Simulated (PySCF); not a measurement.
This PySCF input asks for the NMR shieldings of SMILES C=CCB[C@@H]1CC1=C, C7H11B; the geometry comes from GFN2-xTB.

```python
import basis_set_exchange as bse
import numpy as np
from pyscf import gto, dft
from pyscf.prop import nmr

atoms = """
C     2.700539    1.100246    0.645912
C     2.088250   -0.024917    0.967044
C     1.649572   -1.066667   -0.008125
B     0.091161   -1.154963   -0.276843
C    -0.887379   -0.096326    0.262553
C    -2.383551   -0.422287    0.440926
C    -1.941472    0.413364   -0.654945
C    -2.201974    1.134313   -1.712461
H     2.946061    1.338591   -0.376726
H     2.983487    1.831810    1.384032
H     1.854598   -0.236021    2.003687
H     2.135796   -0.886263   -0.972470
H     2.010365   -2.043664    0.327869
H    -0.314034   -2.032564   -0.942724
H    -0.507326    0.656180    0.948046
H    -2.702298   -1.433401    0.230693
H    -2.897882    0.033710    1.275397
H    -1.422379    1.627950   -2.269531
H    -3.211337    1.270158   -2.067498
"""
names = dict.fromkeys(["C", "B", "H"], "pcSseg-1")
basis = {el: gto.basis.parse(bse.get_basis(n, elements=[el], fmt="nwchem")) for el, n in names.items()}
mol = gto.M(atom=atoms, basis=basis, charge=0, verbose=0)
mf = dft.RKS(mol, xc="PBE0")
mf.grids.level = 2
mf.grids.alignment = dft.numint.BLKSIZE   # the property module wants whole blocks of grid points
mf.conv_tol = 1e-9
mf.kernel()

calc = nmr.RKS(mf)   # GIAO
C = mf.mo_coeff
Co = C[:, mf.mo_occ > 0]
resp = mf.gen_response(singlet=True, hermi=2)
def vind(x):   # induced exchange potential for any number of trial vectors
    d = np.einsum("pi,xij,qj->xpq", C, 2 * x.reshape(-1, C.shape[1], Co.shape[1]), Co, optimize=True)
    return np.einsum("xpq,pi,qj->xij", resp(d - d.transpose(0, 2, 1)), C, Co, optimize=True).ravel()
mo1, _ = nmr.rhf.solve_mo1(calc, with_cphf=vind)
sigma = calc.kernel(mo1)
for i, s in enumerate(sigma):   # ppm
    w = np.linalg.eigvalsh((s + s.T) / 2)
    print("%2d %-2s iso %8.1f  s11 %8.1f  s22 %8.1f  s33 %8.1f" % (i, mol.atom_pure_symbol(i), w.mean(), *w))
```

**Question.** Give the expected output.

**Answer.** 
```
 0 C  iso     67.0  s11    -44.8  s22     89.0  s33    156.6
 1 C  iso     38.8  s11    -86.5  s22     39.3  s33    163.6
 2 C  iso    145.6  s11    125.8  s22    150.2  s33    160.9
 3 B  iso     17.8  s11    -60.6  s22     -0.3  s33    114.4
 4 C  iso    162.9  s11    113.8  s22    167.3  s33    207.5
 5 C  iso    169.6  s11    147.9  s22    166.3  s33    194.6
 6 C  iso     42.4  s11    -43.7  s22     -5.0  s33    175.9
 7 C  iso     78.4  s11    -20.0  s22     88.7  s33    166.4
 8 H  iso     26.4  s11     22.9  s22     26.1  s33     30.2
 9 H  iso     26.4  s11     23.2  s22     25.8  s33     30.1
10 H  iso     25.2  s11     22.9  s22     25.5  s33     27.2
11 H  iso     29.6  s11     26.2  s22     29.3  s33     33.3
12 H  iso     29.1  s11     25.2  s22     27.9  s33     34.0
13 H  iso     25.0  s11     19.2  s22     27.3  s33     28.5
14 H  iso     29.7  s11     23.7  s22     28.8  s33     36.5
15 H  iso     30.0  s11     25.0  s22     27.0  s33     38.0
16 H  iso     29.9  s11     24.9  s22     26.7  s33     38.2
17 H  iso     26.1  s11     23.7  s22     24.2  s33     30.5
18 H  iso     25.9  s11     23.7  s22     24.0  s33     30.0
```

These numbers come from an equivalent density-fitted implementation of the same equations, which agrees with the script to about 0.01 ppm for H and up to a few tenths of a ppm for heavy atoms, so last digits may differ.

Size and cost of the density-fitted run: 191 basis functions, 28 s wall time on 1 thread of an Arm Neoverse V1, shared host; peak memory 0.9 GiB.
